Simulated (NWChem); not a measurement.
System: Si₂H₃F, singlet; SMILES [SiH3][Si]F

NWChem input:

```
start job
memory heap 200 mb stack 900 mb global 1100 mb
geometry units angstroms noautosym nocenter noautoz
  Si     0.453349    -0.909856    -0.525070
  F     -0.553681    -1.462858     0.675167
  Si    -0.086159     1.449219    -0.123166
  H      0.252958     1.801672     1.307055
  H     -1.573877     1.656461    -0.292269
  H      0.631961     2.416573    -1.031187
end
basis spherical
  * library def2-svp
end
dft
  xc b3lyp
  iterations 150
  mulliken
end
task dft energy
esp
  recalculate
  probe 0.07
  range 0.3
  factor 1.0
  spacing 0.02
end
task esp
```

Excerpt of the output:

```
             Northwest Computational Chemistry Package (NWChem) 7.3.0
             --------------------------------------------------------

                             Geometry "geometry" -> ""
                             -------------------------

 Output coordinates in angstroms (scale by  1.889725989 to convert to a.u.)

  No.       Tag          Charge          X              Y              Z
 ---- ---------------- ---------- -------------- -------------- --------------
    1 Si                  14.0000     0.45334900    -0.90985600    -0.52507000
    2 F                    9.0000    -0.55368100    -1.46285800     0.67516700
    3 Si                  14.0000    -0.08615900     1.44921900    -0.12316600
    4 H                    1.0000     0.25295800     1.80167200     1.30705500
    5 H                    1.0000    -1.57387700     1.65646100    -0.29226900
    6 H                    1.0000     0.63196100     2.41657300    -1.03118700

 Effective nuclear repulsion energy (a.u.)     130.1800486922

                                 NWChem DFT Module
                                 -----------------

 Summary of "ao basis" -> "ao basis" (spherical)
 ------------------------------------------------------------------------------
       Tag                 Description            Shells   Functions and Types
 ---------------- ------------------------------  ------  ---------------------
 Si                         def2-svp                 8       18   4s3p1d
 F                          def2-svp                 6       14   3s2p1d
 H                          def2-svp                 3        5   2s1p

            General Information
            -------------------
          SCF calculation type: DFT
          Wavefunction type:  closed shell.
          No. of atoms     :     6
          No. of electrons :    40
           Alpha electrons :    20
            Beta electrons :    20
          Charge           :     0
          Spin multiplicity:     1
          Use of symmetry is: off; symmetry adaption is: off
          Maximum number of iterations: 150
          AO basis - number of functions:    65
                     number of shells:    31
          Convergence on energy requested:  1.00D-06
          Convergence on density requested:  1.00D-05
          Convergence on gradient requested:  5.00D-04

              XC Information
              --------------
                         B3LYP Method XC Potential
                     Hartree-Fock (Exact) Exchange  0.200
                        Slater Exchange Functional  0.800 local
                    Becke 1988 Exchange Functional  0.720 non-local
              Lee-Yang-Parr Correlation Functional  0.810
                  VWN I RPA Correlation Functional  0.190 local

             Grid Information
             ----------------
          Grid used for XC integration:  medium
          Radial quadrature: Mura-Knowles
          Angular quadrature: Lebedev.
          Tag              B.-S. Rad. Rad. Pts. Rad. Cut. Ang. Pts.
          ---              ---------- --------- --------- ---------
          Si                  1.10       88          10.0       590
          F                   0.50       49          11.0       434
          H                   0.35       45          11.0       434
          Grid pruning is: on
          Number of quadrature shells:   360
          Spatial weights used:  Erf1

      Superposition of Atomic Density Guess
      -------------------------------------

 Sum of atomic energies:        -678.26743706

      Non-variational initial energy
      ------------------------------

 Total energy =    -678.570092
 1-e energy   =   -1200.893182
 2-e energy   =     392.143042
 HOMO         =      -0.195111
 LUMO         =      -0.064597

     ---------------------------------------------
      Total Density - Mulliken Population Analysis
     ---------------------------------------------

    Atom       Charge   Shell Charges
 -----------   ------   -------------------------------------------------------
    1 Si  14    13.16   2.00  1.99  1.23  0.65  5.93  0.61  0.65  0.10
    2 F    9     9.62   1.99  1.15  0.79  3.53  2.16  0.00
    3 Si  14    14.02   2.00  1.99  1.06  0.33  5.94  1.18  1.44  0.08
    4 H    1     1.06   0.68  0.37  0.01
    5 H    1     1.06   0.68  0.37  0.01
    6 H    1     1.07   0.69  0.37  0.01

   convergence    iter        energy       DeltaE   RMS-Dens  Diis-err
 ---------------- ----- ----------------- --------- --------- ---------
 d= 0,ls=0.0,diis     1   -680.3316390399 -8.11D+02  2.00D-02  4.81D-01
 d= 0,ls=0.0,diis     2   -680.2025325420  1.29D-01  1.10D-02  2.04D+00
 d= 0,ls=0.0,diis     3   -680.3946926373 -1.92D-01  2.56D-03  1.19D-02
 d= 0,ls=0.0,diis     4   -680.3957797662 -1.09D-03  8.36D-04  1.19D-03
 d= 0,ls=0.0,diis     5   -680.3959942284 -2.14D-04  1.44D-04  2.05D-05
  Resetting Diis
 d= 0,ls=0.0,diis     6   -680.3959993162 -5.09D-06  3.89D-05  2.28D-06
 d= 0,ls=0.0,diis     7   -680.3959998219 -5.06D-07  1.04D-05  1.12D-07
 d= 0,ls=0.0,diis     8   -680.3959998297 -7.80D-09  5.16D-06  7.30D-08

         Total DFT energy =     -680.395999829698
      One electron energy =    -1202.517826096730
           Coulomb energy =      445.328020566768
    Exchange-Corr. energy =      -53.386242991919
 Nuclear repulsion energy =      130.180048692183

 Numeric. integr. density =       40.000007129884

                       DFT Final Molecular Orbital Analysis
                       ------------------------------------

 Vector   18  Occ=2.000000D+00  E=-3.487957D-01
              MO Center= -4.6D-01,  1.6D+00,  2.9D-01, r^2= 2.3D+00
   Bfn.  Coefficient  Atom+Function         Bfn.  Coefficient  Atom+Function
  ----- ------------  ---------------      ----- ------------  ---------------
    51      0.322648  4 H  s                 56     -0.322655  5 H  s
    40      0.218790  3 Si px                42      0.191544  3 Si pz
    43      0.178676  3 Si px                52      0.168030  4 H  s
    57     -0.168036  5 H  s                 45      0.156427  3 Si pz
    37     -0.125735  3 Si px                39     -0.110078  3 Si pz

 Vector   19  Occ=2.000000D+00  E=-3.471106D-01
              MO Center=  1.3D-01,  1.9D+00, -4.1D-01, r^2= 2.5D+00
   Bfn.  Coefficient  Atom+Function         Bfn.  Coefficient  Atom+Function
  ----- ------------  ---------------      ----- ------------  ---------------
    61      0.381348  6 H  s                 62      0.215333  6 H  s
    42     -0.204026  3 Si pz                51     -0.176537  4 H  s
    56     -0.176516  5 H  s                 40      0.169217  3 Si px
    45     -0.145564  3 Si pz                43      0.121356  3 Si px
    41      0.118169  3 Si py                39      0.116398  3 Si pz

 Vector   20  Occ=2.000000D+00  E=-2.303037D-01
              MO Center=  3.6D-01, -3.5D-01, -4.7D-01, r^2= 3.7D+00
   Bfn.  Coefficient  Atom+Function         Bfn.  Coefficient  Atom+Function
  ----- ------------  ---------------      ----- ------------  ---------------
     4      0.325724  1 Si s                  9     -0.268015  1 Si py
     3      0.264856  1 Si s                 41      0.256638  3 Si py
    44      0.257765  3 Si py                12     -0.226860  1 Si py
    35     -0.197492  3 Si s                  2      0.164134  1 Si s
    23     -0.159246  2 F  py                13     -0.153558  1 Si pz

 Vector   21  Occ=0.000000D+00  E=-1.158164D-01
              MO Center=  3.9D-01, -7.1D-01, -4.7D-01, r^2= 2.9D+00
   Bfn.  Coefficient  Atom+Function         Bfn.  Coefficient  Atom+Function
  ----- ------------  ---------------      ----- ------------  ---------------
    11      0.491632  1 Si px                13      0.430508  1 Si pz
     8      0.305901  1 Si px                10      0.267869  1 Si pz
    52     -0.171005  4 H  s                 57      0.171003  5 H  s
     5     -0.159576  1 Si px                22      0.154375  2 F  px
     7     -0.139736  1 Si pz                25     -0.140107  2 F  px

[...]

                     NWChem Electrostatic Potential Fit Module
                     -----------------------------------------

 Atom parameters

 Number of atoms is                                    6
 Number of basis functions is                         65

 Grid parameters

 Maximum number of grid points is                  33460
 Number of grid points is                          33459
 Grid range                                     0.300000 nm
 Grid spacing                                   0.020000 nm
 Probe radius                                   0.070000 nm
 Atom radius factor                             1.000000

 Atomic radii

    1    0.100000
    9    0.128000
   14    0.187000
 FASTESP  F
  using M.O. file = ./job.movecs

    Atom              Coordinates                           Charge

                                                  ESP

    1 Si    0.045335   -0.090986   -0.052507    0.106658
    2 F    -0.055368   -0.146286    0.067517   -0.178990
    3 Si   -0.008616    0.144922   -0.012317    0.608281
    4 H     0.025296    0.180167    0.130706   -0.165357
    5 H    -0.157388    0.165646   -0.029227   -0.165012
    6 H     0.063196    0.241657   -0.103119   -0.205580
                                            ------------
                                               -0.000000

 Dipole moment                                  0.524705

 Quadrupole moment Qxx                          2.753012
                   Qyy                         -4.510345
                   Qzz                          1.757333

 RMS deviation kJ/mol                           0.135975

 RRMS %                                        65.515455
```

Level: B3LYP/def2-SVP. Low-valent species are run as closed-shell singlets; no triplet was tried in these runs. Coordinates come from a PBE-D3(BJ)/def2-SVP optimisation.
